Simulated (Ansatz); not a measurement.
Basis-set series for CHBrI, SMILES `Br[CH]I` radical. The species carries charge 0 and has multiplicity 2. I: def2 effective core potential. The geometry is a stationary point of PBE0-D4/def2-TZVP.

```xyz
4

Br    0.274   -0.847    1.553
C     0.215   -0.029   -0.101
I    -1.541    0.273   -1.094
H     1.052    0.603   -0.358
```

```
functional       basis  functions  energy (Eh)  HOMO (eV)  LUMO (eV)
   PBE0-D4    def2-SVP         77  -2909.82500      -6.12      -2.22
   PBE0-D4  def2-QZVPP        258  -2910.24946      -6.20      -2.39
   ωB97M-V    def2-SVP         77  -2909.96922      -8.10      -0.29
   ωB97M-V  def2-QZVPP        258  -2910.39274      -8.19      -0.57
```

Q: Give the rows for def2-TZVPP. (An estimate is asked.)

A: Computed: 
```csv
functional,basis,functions,energy (Eh),HOMO (eV),LUMO (eV)
PBE0-D4,def2-TZVPP,143,-2910.19327,-6.19,-2.36
ωB97M-V,def2-TZVPP,143,-2910.33842,-8.17,-0.52
```

HOMO and LUMO are taken over both spins. Scalar relativity is left out up to krypton.
